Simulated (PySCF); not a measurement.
Computed with PySCF with TPSSh-D3(BJ)/def2-TZVP // B3LYP-D3(BJ)/def2-SVP. All species are isolated molecules in the gas phase. One relaxed conformer stands for a flexible species; it need not be the lowest. Excitations are Tamm–Dancoff values on a coarser integration grid. The basis has no diffuse functions, so Rydberg states are missing or too high.

Reference species (SMILES): `c1c(ccnc1B)O` (neutral, multiplicity 1).

HOMO: -6.55 eV
S1–T1 gap (TDA): 0.36 eV

Changed species: `Bc1cccc(O)n1`.

Task: Predict the effect on the HOMO and S1–T1 gap (TDA).

Result: the HOMO drops by 0.03 eV, to -6.58 eV; the S1–T1 gap (TDA) goes up by 0.44 eV, to 0.80 eV.
